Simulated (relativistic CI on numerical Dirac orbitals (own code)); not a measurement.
# Hyperfine structure of Pb XXIV, mass number 207

Method of calculation: Dirac-Coulomb-Breit CI, KLI orbitals optimised for each configuration, a model potential for QED, unscaled Slater integrals (own radial code, finite nucleus).

Configuration list (outside the closed core [Ar] 3d10): 4s²4p⁶4d¹⁰4f¹³, 4s²4p⁶4d¹⁰4f¹²5s, 4s²4p⁶4d¹⁰4f¹¹5s², 4s²4p⁶4d¹⁰4f¹²5p, 4s²4p⁶4d¹⁰4f¹¹5s5p, 4s²4p⁶4d⁹4f¹⁴, 4s²4p⁶4d¹⁰4f¹¹5p², 4s²4p⁶4d¹⁰4f¹¹5s5d, 4s²4p⁶4d¹⁰4f¹²5d, 4s²4p⁶4d⁹4f¹²5s², 4s²4p⁵4d¹⁰4f¹⁴, 4s²4p⁶4d¹⁰4f¹²6s, 4s²4p⁶4d⁹4f¹³5p, 4s²4p⁶4d¹⁰4f¹²5g, 4s²4p⁶4d¹⁰4f¹²6d, 4s4p⁶4d¹⁰4f¹⁴. Levels of other configurations are missing.

Nuclear spin I = 1/2, μ = 0.5906 μN (tables of Stone and Pyykkö). The electronic factors are computed for point nuclear moments, without core polarisation or the Bohr-Weisskopf and QED corrections.

```tsv
Level	E (eV)	A (GHz)
4s²4p⁶4d¹⁰4f¹³ ²F°7/2	0.0000	3.41
4s²4p⁶4d¹⁰4f¹³ ²F°5/2	5.1339	6.363
4s²4p⁶4d¹⁰4f¹²5s ⁴H13/2	52.9532	61.97
4s²4p⁶4d¹⁰4f¹²5s ⁴F9/2	54.6663	87.49
4s²4p⁶4d¹⁰4f¹²5s ⁴H9/2	58.2652	-43.23
4s²4p⁶4d¹⁰4f¹²5s ⁴H11/2	58.5463	67.22
4s²4p⁶4d¹⁰4f¹²5s ⁴F3/2	58.6934	-147.2
4s²4p⁶4d¹⁰4f¹²5s ⁴F7/2	59.4634	-10.7
```

Levels with J = 0, under 50 % of one LS term, or S terms without an open s electron are left out. Small factors come from cancelling terms and can be off by tens of per cent or more.

At this charge transitions that keep the count of f electrons are usually good to a few per cent. Terms inside the open d or f shell come out 10 to 20 % too wide with unscaled integrals. Levels that differ in their count of f electrons can be misplaced by several ten thousand cm⁻¹, since the correlation energy of f electrons is missing or only estimated; rates across such gaps can be off by orders of magnitude.

Q: Give the hyperfine levels of 4s²4p⁶4d¹⁰4f¹³ ²F°7/2 relative to its centre of gravity.

A: With K = F(F + 1) − I(I + 1) − J(J + 1), E = AK/2: F = 3: -7.673, F = 4: 5.968 GHz.

LS names give the leading component of a level, which can be under half, so a name can repeat, a term be missing and a line seem to break the LS rules.
